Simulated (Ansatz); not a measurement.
A nudged elastic band was laid between two geometries of AlCl2H4N (8 atoms, charge 0, multiplicity 1).

The calculation used Ansatz, RKS PBE0-D4/6-31G*.

```json
{
  "movable images": "9",
  "climbing image": "yes",
  "spring": "5.0 eV/Å²",
  "optimiser": "quadratic models (default)",
  "start path": "through a guess of the saddle point",
  "force threshold": "0.05 eV/Å",
  "iteration limit": "60",
  "end points": "relaxed"
}
```

Image 0:

```xyz
8
Properties=species:S:1:pos:R:3
Al -0.768 0.269 0.632
H -0.717 1.830 0.885
Cl -2.349 -0.480 -0.597
Cl -0.195 -1.011 2.246
H 1.302 0.754 -0.883
N 0.801 -0.094 -0.624
H 0.464 -0.537 -1.480
H 1.463 -0.730 -0.179
```

Image 10:

```xyz
8
Properties=species:S:1:pos:R:3
Al -0.541 -0.557 0.310
H -0.296 2.232 0.617
Cl -2.439 -0.159 -0.473
Cl -0.282 -0.660 2.383
H 0.268 2.061 0.159
N 0.808 -0.889 -0.767
H 0.742 -0.899 -1.775
H 1.739 -1.130 -0.456
```

Task: Which bonds break or form, and what moves?

Result: Bonds broken: Al1–H2, H5–N6. Bonds formed: H2–H5. AlCl2H4N becomes AlCl2H2N + H2.

Task: What energy profile does the band end with?

Result: The forces met the threshold. The highest image is number 5 of 0 to 10, 1.73 eV above the first end and 0.71 eV above the last; the last end lies 1.03 eV above the first. A vibrational analysis at the climbing image gives one clearly imaginary mode, 1250i cm⁻¹: a first-order saddle point. The orbitals stay closed-shell, which can raise the energy where a bond breaks towards radicals; this wasn't checked here.

```csv
image,path coordinate (Å),energy (eV),Al1–H2 (Å),H5–N6 (Å),H2–H5 (Å)
0,0.00,0.00,1.58,1.02,2.89
1,0.34,0.04,1.58,1.02,2.53
2,0.69,0.19,1.59,1.02,2.16
3,1.03,0.48,1.61,1.03,1.76
4,1.37,1.15,1.69,1.14,1.35
5,1.72,1.73,1.80,1.45,0.99
6,2.06,1.44,1.98,1.81,0.81
7,2.41,1.18,2.21,2.15,0.76
8,2.75,1.07,2.43,2.49,0.75
9,3.09,1.03,2.63,2.81,0.75
10,3.44,1.03,2.82,3.14,0.75
```

Task: What is the geometry of the highest image?

Result: 
```xyz
8
Properties=species:S:1:pos:R:3
Al -0.665 -0.155 0.476
H -0.148 1.564 0.391
Cl -2.541 -0.308 -0.453
Cl -0.353 -0.823 2.440
H 0.488 1.062 -0.179
N 0.816 -0.265 -0.664
H 0.704 -0.418 -1.662
H 1.699 -0.657 -0.349
```

Task: What are the harmonic wavenumbers there?

Result: 1250i, 133, 141, 242, 278, 427, 519, 580, 666, 737, 756, 980, 1451, 1586, 1816, 1847, 3560, 3667 cm⁻¹.

The band took 8 iterations and of the order of 5 core-minutes.

Run time: 2.7 min on 2 threads of Arm Neoverse V1 (shared host), peak memory 0.17 GiB.
